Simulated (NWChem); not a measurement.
**Atomisation of CH₆BClO**

```xyz
10

B      0.9974     0.1412     0.3402
H      0.9222     0.5245     1.5025
H      2.0634     0.3135    -0.2335
Cl     0.2490    -1.5126     0.0746
C     -1.3197     1.3981     0.0043
O      0.0179     1.1844    -0.5075
H     -1.2868     1.8759     1.0042
H     -1.7615     0.3893     0.0869
H     -1.8880     2.0115    -0.7202
H      0.5056     2.0297    -0.5754
```
Charge 0, spin multiplicity 1.

The numbers come from NWChem runs, not from measurements. Structure: optimised with PBE/def2-SVP, a minimum by its harmonic frequencies.

Basis set: def2-TZVP. The atomisation energy is electronic alone: no zero-point, thermal, spin-orbit or counterpoise terms. No value is extrapolated to the basis-set limit. Free atoms are single determinants with multiplicities B 2, H 2, Cl 2, C 3, O 3.

B3LYP has NWChem's definition, with VWN1-RPA local correlation. The structure started from a generated list of species. No SCF solution was tested for a lower state.

**Question.** One of these methods gave an atomisation energy of 798.9 kcal/mol. Which?
(A) PBE0
(B) BHandHLYP
(C) B3LYP
(D) PBE

**Answer.** B, BHandHLYP. The others give 818.8 (B3LYP), 822.5 (PBE0), 834.8 (PBE).
